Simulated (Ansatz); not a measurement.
Cl₂HNOW, SMILES [NH]=[W](=[O])([Cl])[Cl], multiplicity 1.

The structure is a stationary point at PBE-D3(BJ)/def2-SVP. The spin state was assumed, not searched. The structure was generated by enumeration; whether it is a known compound was not checked. The def2 effective core potentials stand for the cores of W; spin–orbit coupling is left out.

Two levels are set side by side: PBE/def2-SVPD (Ansatz, a quantum-chemistry and plane-wave program) and CAM-B3LYP/def2-SVPD (Ansatz). Energy differences of separate SCF runs at the same geometry; the states with an electron removed or added have multiplicity 2 and 2. Differences are taken from unrounded values.

| quantity | CAM-B3LYP |
|---|---|
| vertical ionisation energy (eV) | 10.89 |
| vertical electron affinity (eV) | 1.52 |
| vertical singlet–triplet gap (eV) | 3.48 |

**Question.** What does PBE give, and how far is it from CAM-B3LYP? (The exact figures need the calculation; the answer reports its results.)

**Answer.** 
```
quantity                             PBE  PBE minus CAM-B3LYP
---------------------------------  -----  -------------------
vertical ionisation energy (eV)    10.44                -0.44
vertical electron affinity (eV)     1.00                -0.52
vertical singlet–triplet gap (eV)   3.70                 0.23
```
